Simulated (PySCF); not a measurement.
# Hartree-Fock beside MP2: BFHO2 anion

These are calculations, not measurements. The program is PySCF 2.14.0, an open-source quantum chemistry code, run on an isolated molecule that a program drew, which may never have been made. The molecule is BFHO2 anion (charge -1, singlet), drawn as the SMILES string `[O-]B(O)F`.

The geometry was optimised and harmonic frequencies were computed with HF and MP2, all in the aug-cc-pVDZ basis, for the commonest isotopes, with a restricted reference for singlets and an unrestricted one otherwise, and a frozen core in MP2. Each result is a local minimum of its method.

Geometry at the HF minimum:
```xyz
5
BFHO2 anion, angstrom
O    -0.5745   -3.5748   -0.0413
B     0.1929   -2.6135    0.2425
O    -0.0620   -1.4901    1.0760
F     1.5326   -2.4740   -0.2516
H     0.6997   -0.9389    1.0987
```

Lengths of the bonds as drawn, in Å (atoms numbered as above):
```
 bond     HF    MP2
O1-B2  1.262  1.291
B2-O3  1.422  1.451
B2-F4  1.435  1.473
O3-H5  0.940  0.965
```

Rotational constants, in GHz:
| constant | HF | MP2 |
|---|---|---|
| A | 10.81 | 10.4 |
| B | 9.763 | 9.283 |
| C | 5.129 | 4.904 |

Harmonic frequencies in cm^-1, each column in rising order, so a row needn't be the same motion in every method:
| rank | HF | MP2 |
|---|---|---|
| 1 | 481 | 435 |
| 2 | 485 | 464 |
| 3 | 517 | 470 |
| 4 | 764 | 681 |
| 5 | 809 | 727 |
| 6 | 1007 | 921 |
| 7 | 1213 | ? |
| 8 | 1717 | 1581 |
| 9 | 4210 | 3853 |

**Estimate the missing MP2 frequency from the HF column.**

A single factor s that minimises the squared misfit of MP2 against s times HF over the other rows is sum(HF x MP2) / sum(HF^2) = 0.9151, with an rms misfit of 11 cm^-1. For rank 7 it gives 0.9151 x 1213 = 1110 cm^-1. The calculation gives 1108 cm^-1, 2 cm^-1 below the estimate. The drawn bonds are on average 2.4 % longer in MP2 than in HF.
